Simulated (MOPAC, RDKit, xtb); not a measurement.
Noncovalent pair: CH3NO (SMILES NC=O) (first 6 atoms) with H2Se (SMILES [SeH2]); geometry from B3LYP-D3(BJ)/def2-TZVP, rigid monomers moved along the line of their centres of mass till H4···Se7 is 2.52 Å.
(charge 0, multiplicity 1):
```xyz
9

N     -1.094    -0.417     0.195
C      0.175    -0.314    -0.258
O      1.157    -0.190     0.445
H     -1.268    -0.385     1.191
H     -1.865    -0.510    -0.443
H      0.241    -0.356    -1.360
Se     0.121    -0.022     3.268
H     -0.305    -0.729     4.489
H      0.905    -1.169     2.802
```

Counterpoise-corrected where a basis set is named; no monomer relaxation. RDKit's UFF carries no charges.

The state that PM6, PM7 reach isn't checked; PM7 holds dispersion and hydrogen-bond terms.

Codes used: MOPAC for PM6, PM7 (differences of heats of formation); RDKit for the force fields; xtb for the GFN methods. 

Task: One of these levels gives 1.81 kcal/mol for the interaction energy. Name it.
A) UFF
B) PM7
C) GFN-FF
D) PM6

Result: D, PM6. The others give 5.38 (UFF), -0.62 (GFN-FF), -2.29 (PM7)
